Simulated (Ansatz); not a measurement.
Reaction (formal exchange of groups at the Si–N bond): `CN[Si](F)(Cl)OC` + `NCS` → `CO[Si](N)(F)Cl` + `CNCS`

Gas-phase electronic energies from Ansatz, PBE0-D4/def2-TZVP geometries. CBS: MP2 limit from def2 TZ/QZ plus the TZ coupled-cluster correction, frozen cores. Functionals use def2-TZVPP. B3LYP here is the variant with VWN-RPA as its local correlation; programs differ in this. One conformer a species, not always the lowest.

(1) Is it downhill or uphill in electronic energy at CCSD(T)/CBS, and by how much? (An estimate is asked.)

(2) What do these levels give: r2SCAN-D4, B3LYP-D4, ωB97M-V, r2SCAN, HF/def2-QZVPP, MP2/def2-QZVPP? (An estimate is asked.)

Largest T1 diagnostic among the species: 0.010.

Answers

(1) Computed: Downhill: ΔE = -3.3 kcal/mol.

(2) Ansatz gave: r2SCAN-D4 -3.5, B3LYP-D4 -2.9, ωB97M-V -3.2, r2SCAN -3.6, HF/def2-QZVPP -3.9, MP2/def2-QZVPP -3.6 kcal/mol.
